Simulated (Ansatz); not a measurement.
Species: C3H9Si, charge 0, multiplicity 2. It need not be the lowest isomer of its formula. 
Coordinates optimised at B3LYP-D3(BJ)/def2-TZVP (Ansatz, an electronic-structure program):
SMILES: C[Si](C)C
```xyz
13

C     -0.8521     1.4972    -0.4999
Si     0.0757     0.1268     0.4047
C      1.7245    -0.2103    -0.4467
C     -0.9666    -1.4447     0.4429
H     -1.0560     1.1966    -1.5338
H     -1.8079     1.7151    -0.0204
H     -0.2706     2.4203    -0.5286
H      2.2834    -0.9962     0.0641
H      1.5567    -0.5348    -1.4798
H      2.3488     0.6844    -0.4745
H     -1.1720    -1.7866    -0.5777
H     -1.9243    -1.2757     0.9381
H     -0.4524    -2.2512     0.9685
```
Charge 0, spin multiplicity 2.

Computed values are from Ansatz. Valence correlation only, unless marked. UHF or UKS for open shells. Spin-orbit coupling is left out. No relativistic terms. CBS marks a two-point X^-3 extrapolation of the correlation energy; Hartree-Fock from the larger set. [CCSD(T)-MP2]/basis is that difference in the basis named.

```json
{
  "atomisation energy De": "1139.0 kcal/mol at RI-MP2/CBS(cc-pV(T+d)Z,cc-pV(Q+d)Z)+[CCSD(T)-MP2]/cc-pV(T+d)Z",
  "total_energy": "-408.6305 Eh at RI-MP2/CBS(cc-pV(T+d)Z,cc-pV(Q+d)Z)+[CCSD(T)-MP2]/cc-pV(T+d)Z",
  "dipole_moment": "0.65 D at CCSD(T)/aug-cc-pV(D+d)Z",
  "T1 diagnostic": "0.011 at CCSD/cc-pV(T+d)Z"
}
```
